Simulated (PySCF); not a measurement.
Z-matrix (Å, degrees):
```
Hf
H 1 1.8299
Br 1 2.4867 2 105.07
Br 1 2.4869 2 105.07 3 119.83
Br 1 2.4874 2 105.09 3 -120.04
```
Charge 0, multiplicity 1.

Problem. Predict the HOMO–LUMO gap, total energy, LUMO, dipole moment and charge on the central atom (Mulliken) from TPSSh-D3(BJ)/def2-TZVP // TPSS-D3(BJ)/def2-SVP run with PySCF.

Solution. 
```json
{
 "HOMO–LUMO gap": "5.47 eV",
 "total_energy": "-211461.34 eV",
 "LUMO": "-2.83 eV",
 "dipole_moment": "0.33 D",
 "charge on the central atom (Mulliken)": "1.07 e"
}
```
